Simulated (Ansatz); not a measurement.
Cl$_{4}$HOTa, SMILES `[OH][Ta]([Cl])([Cl])([Cl])[Cl]`, relaxed with RKS PBE-D4/def2-SVP in the Gaussian-basis code of Ansatz from a rough embedded geometry. The force threshold is 0.03 eV/Å; the program also tests the step.

Total charge 0; spin multiplicity 1. Ta: def2 effective core potential.

Start:

```xyz
7

O    -0.446    1.976   -0.480
Ta   -0.458   -0.190    0.060
Cl    1.819    1.083    0.622
Cl   -2.405   -1.334    1.471
Cl    1.157   -2.072    0.906
Cl    1.351   -1.792   -1.422
H    -1.018    2.329   -1.158
```

```tsv
step	energy (eV)	largest force (eV/Å)	largest move (Å)
1	-53667.4484	4.200	0.000
2	-53670.1175	2.636	0.195
3	-53672.3855	2.562	0.195
4	-53673.9025	1.986	0.195
5	-53674.7325	1.231	0.200
6	-53675.1943	0.696	0.195
7	-53675.2817	0.400	0.200
8	-53675.2864	0.028	0.033
```

End:

```xyz
7

O    -0.633    1.215   -0.733
Ta    0.114   -0.270    0.149
Cl    1.635    1.129    1.199
Cl   -1.906   -0.752    1.165
Cl    1.105   -2.092    1.261
Cl    0.628   -1.258   -1.879
H    -0.943    2.027   -1.161
```

It took 25 s on 4 threads of an Arm Neoverse V2 on a shared host, with 0.21 GiB of host memory at the peak.
